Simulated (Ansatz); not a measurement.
`O[Si](F)(Cl)Br` → F• + `O[Si](Cl)Br`• at 700 K and 1 bar (homolysis of the F–Si bond).

Program: Ansatz. Geometries: PBE0-D4/def2-TZVP. ΔE: electronic, gas phase. CBS: MP2 limit from def2 TZ/QZ plus the TZ coupled-cluster correction, frozen cores. This one scheme is used for every species, atoms too. Open shells (•) are unrestricted, without spin–orbit coupling. Spin–orbit coupling would lower the free atoms: a little for F. For Br outer-core shells are correlated without core-valence functions, so the limit isn't a true one: a few kJ/mol of doubt a bond, and 10 to 20 or more in all where bonds break to atoms. Scalar relativity is left out up to krypton. One conformer a species, not always the lowest.

```csv
species,CCSD(T)/CBS energy (Eh),H − E (kJ/mol),S (J/(mol·K))
`O[Si](F)(Cl)Br`,-3497.97222,117.2,444.5
F•,-99.66871,14.6,178.2
`O[Si](Cl)Br`•,-3398.04806,97.3,416.1
```

H − E and S are ideal-gas, rigid-rotor, harmonic terms from PBE0-D4/def2-TZVP, for one conformer and one mirror image of each species, with the whole ground term of open shells counted as degenerate. 1 Eh = 2625.50 kJ/mol, R = 8.31446 J/(mol·K).

Q: By hand: ΔE, ΔH, ΔS and ΔG.

A: ΔE = (-99.66871) + (-3398.04806) − (-3497.97222) = 0.25545 Eh = 670.7 kJ/mol. Δ(H − E) = 14.6 + 97.3 − 117.2 = -5.3, so ΔH = 665.4 kJ/mol. ΔS = 178.2 + 416.1 − 444.5 = 149.8 J/(mol·K). ΔG = 665.4 − 700 × (149.8)/1000 = 560.5 kJ/mol.

Q: By hand: the equilibrium constant, and the temperature at which ΔG would vanish if ΔH and ΔS stayed fixed.

A: log₁₀ K = −ΔG/(RT ln 10) = -41.8. ΔG = 0 at ΔH/ΔS = 4442 K, far beyond where these terms or the molecules hold.

The number of gas molecules changes by +1, which sets the sign of ΔS. A doubt of 5 kJ/mol in ΔE shifts log₁₀ K by 0.4 here. Other conformers and mirror images would add mixing entropy, several J/(mol·K) or more a flexible species. These are equilibria of isolated gas molecules and say nothing of rates. Largest T1 diagnostic: 0.012 (customary marks: 0.02 for closed shells, 0.045 for open ones).
